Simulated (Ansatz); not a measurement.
Frontier orbitals of C2H2BrN (`N#CCBr`).

Charge 0, multiplicity 1. Correlated methods include outer-core shells of Br, which these sets cover unevenly. Scalar relativity is left out up to krypton. The geometry is a stationary point of PBE0-D4/def2-TZVP. Basis def2-TZVPP, Ansatz 0.2.0.

```json
{"functional": "HF", "HOMO (eV)": "-11.80", "LUMO (eV)": "2.34"}
```

(1) Give HOMO and LUMO (eV) with LDA (SPW92), PBE, revPBE, BLYP, r2SCAN, B97M-V, PBE0, B3LYP, r2SCANh, r2SCAN0, HSE06 (plane-wave form), BHLYP, CAM-B3LYP, LC-ωPBE, ωB97X-V, ωB97M-V. (An estimate is asked.)

Answers

(1) Computed: 
| functional | HOMO | LUMO |
| --- | --- | --- |
| LDA (SPW92) | -7.56 | -2.72 |
| PBE | -7.41 | -2.47 |
| revPBE | -7.36 | -2.38 |
| BLYP | -7.25 | -2.35 |
| r2SCAN | -7.74 | -2.30 |
| B97M-V | -7.81 | -2.13 |
| PBE0 | -8.74 | -1.46 |
| B3LYP | -8.48 | -1.72 |
| r2SCANh | -8.22 | -1.92 |
| r2SCAN0 | -8.96 | -1.37 |
| HSE06 (plane-wave form) | -8.34 | -1.85 |
| BHLYP | -9.92 | -0.38 |
| CAM-B3LYP | -10.11 | -0.34 |
| LC-ωPBE | -11.54 | 0.90 |
| ωB97X-V | -11.16 | 0.79 |
| ωB97M-V | -11.01 | 0.67 |

B3LYP here is the variant with VWN-RPA as its local correlation; programs differ in this. LC-ωPBE has ω = 0.4 bohr⁻¹. Positive LUMOs are unbound and depend on the basis.
